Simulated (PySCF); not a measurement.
Stepwise substitution at one centre (Al H-I). Isolated molecules, 0 K electronic values unless said otherwise. Strings in code marks are SMILES.

These are PBE-D3(BJ)/def2-TZVP // B3LYP-D3(BJ)/def2-TZVP (PySCF) values and carry that method's errors. Excitations are Tamm–Dancoff values on a coarser integration grid. The basis has no diffuse functions, so Rydberg states are missing or too high.

```tsv
species	S1 oscillator strength	S1 excitation (TDA) (eV)
0 of 3 H replaced by I (`[AlH3]`)	–	–
1 of 3 H replaced by I	?	3.96
2 of 3 H replaced by I (`[I][AlH][I]`)	0.000	4.08
3 of 3 H replaced by I	0.000	4.00
```

**Question.** Complete the blanks.

**Answer.** 
- 1 of 3 H replaced by I, S1 oscillator strength: 0.000
